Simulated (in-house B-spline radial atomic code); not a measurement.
Settings and results of a run for the silicon ion Si²⁺. Computed with a B-spline radial code for spherical atoms: Dirac-Hartree-Fock, average of configuration, Fermi nucleus of rms radius 3.1224 fm, inside a hard spherical wall at 3.77 bohr.

Command:
```bash
python run_scf.py task.json out
```
Settings (nuclear radius in fm, mass in u):
```
Z                14
configuration    [He] 2s1 2p6 3s2 3d1
hamiltonian      dirac
method           hf
spin_polarised   False
nucleus          fermi
rms_radius       3.1224
atomic_mass      27.97693
speed_of_light   137.035999084
wall_radius      3.77
```

Output (hartree, bohr):
```
 radial grid: 63 intervals, B-splines of order 8, outer radius 3.77 bohr

 iter        energy (Eh)    residual
    1       -280.7032457    2.82e-01
    2       -282.1399735    7.85e-02
    3       -282.2024221    3.12e-02
    4       -282.2122600    1.26e-02
    5       -282.2141232    2.23e-03
    6       -282.2141979    8.23e-05
    7       -282.2141982    1.10e-05
    8       -282.2141982    1.02e-06
    9       -282.2141982    7.23e-08

 total energy                     -282.214198
 kinetic                            284.49825
 electron-nucleus                  -662.72015
 electron-electron                   96.00770

 first-order corrections (not in the total)
   Gaunt                            0.05725
   retardation                     -0.00396
   frequency dependence            -0.00004
   self-energy                      0.03702
   Uehling                         -0.00229
   Wichmann-Kroll                   0.00000

 orbital      occ     eigenvalue          <r>       <r^2>       <1/r>     <1/r^2>       <r^4>       r_max    small
 1s1/2      2.000      -70.78124     0.111106   0.0166237     13.6477     378.074  0.00071997     0.07266  2.46e-03
 2s1/2      1.000       -7.72429     0.555243    0.370171     2.65183     29.4279    0.270039      0.4473  3.69e-04
 2p1/2      2.000       -5.67208     0.513926    0.329418     2.54437     9.12663    0.231961      0.3803  3.45e-04
 2p3/2      4.000       -5.64524     0.515847    0.331736     2.53184     8.98908     0.23501      0.3818  3.44e-04
 3s1/2      2.000       -1.26783      1.73715     3.38545    0.786687     3.79146      16.121       1.588  7.01e-05
 3d3/2      0.400       -0.45898      1.91096     4.04615     0.60049    0.436133     22.5693        1.83  4.50e-05
 3d5/2      0.600       -0.45896      1.91105     4.04645    0.600427    0.435966     22.5716        1.83  4.50e-05
```

Cost of the run: 0.59 s on 1 thread of Arm Neoverse V1 (shared host).

For the Dirac Hamiltonian the kinetic term is c α·p + (β - 1)c².
